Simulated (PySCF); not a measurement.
A parent and its derivatives

Method used: TDDFT CAM-B3LYP/def2-SVPD, vertical, gas phase, core orbitals frozen in the response (PySCF 2.14.0, density-fitted response routines). Geometries: GFN2-xTB; one conformer of each isolated species. Triplets are in the Tamm–Dancoff approximation.

Parent: `O=C(Cl)/C=C/Cl`, with lowest singlet excitation energy 4.47 eV, LUMO energy -1.59 eV, mean static polarisability 71.8 au, HOMO–LUMO gap 8.20 eV. Its spectrum: 4.47 eV (f 0.000); 5.47 eV (f 0.474); 5.86 eV (f 0.000); 6.28 eV (f 0.000); 6.31 eV (f 0.031).

Shifts from the parent:

| change | SMILES | Δ S1 (eV) | Δ LUMO (eV) | Δ α (au) | Δ gap (eV) |
| --- | --- | --- | --- | --- | --- |
| H replaced by CH3 | C/C(Cl)=C/C(=O)Cl | -0.17 | +0.29 | +11.6 | +0.02 |
| H replaced by vinyl | C=C/C(=C\Cl)C(=O)Cl | 0.00 | 0.00 | +24.3 | -1.08 |

(1) Predict the same shifts for this change: H replaced by F (`O=C(Cl)/C=C(/F)Cl`).

Results:

(1) Δ lowest singlet excitation energy 0.00 eV, Δ LUMO energy +0.07 eV, Δ mean static polarisability -1.1 au, Δ HOMO–LUMO gap +0.21 eV. Spectrum: 4.47 eV (f 0.000); 5.59 eV (f 0.405); 6.07 eV (f 0.000); 6.40 eV (f 0.018); 6.60 eV (f 0.000). S1 falls most with H replaced by CH3 (-0.17 eV), and none raises it by more than 0.03 eV. S1 is simply the lowest singlet of each species and needn't be the same kind of state throughout.
